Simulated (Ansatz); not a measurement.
Reaction (SMILES): Br[SiH]Br → Br[SiH-]Br (an electron is taken up)
Each molecule is optimised on its own at B3LYP-D3(BJ)/def2-TZVP (Ansatz, a program for electronic structure).

Quantity: adiabatic electron affinity (electronic energy difference), positive where the reaction releases energy, in eV. Correlated levels leave the core frozen unless marked. Open shells are spin-unrestricted. No spin-orbit coupling. Frozen are the shells of the preceding noble gas and the d and f shells that filled before the atom's block. Non-relativistic. Anions need diffuse functions: def2-D sets add few; the other sets have none. Basis-set limits of correlation are two-point, X^-3; Hartree-Fock from the larger set.

```json
[
 {"level": "PBE0/def2-TZVP", "program": "Ansatz", "adiabatic electron affinity (eV)": "2.35", "minus last row": "-0.24"},
 {"level": "RPA@PBE/def2-TZVPP", "program": "Ansatz", "adiabatic electron affinity (eV)": "2.66", "minus last row": "0.07"},
 {"level": "SCS-MP2/def2-SVP", "program": "Ansatz", "adiabatic electron affinity (eV)": "2.03", "minus last row": "-0.56"},
 {"level": "SCS-MP2/def2-TZVPP", "program": "Ansatz", "adiabatic electron affinity (eV)": "2.35", "minus last row": "-0.24"},
 {"level": "CCSD/STO-3G", "program": "Ansatz", "adiabatic electron affinity (eV)": "-2.21", "minus last row": "-4.80"},
 {"level": "CCSD/def2-SVPD", "program": "Ansatz", "adiabatic electron affinity (eV)": "2.52", "minus last row": "-0.07"},
 {"level": "CCSD(T)/CBS(def2-TZVPPD,def2-QZVPPD)", "program": "Ansatz", "adiabatic electron affinity (eV)": "2.59", "minus last row": "0.00"}
]
```
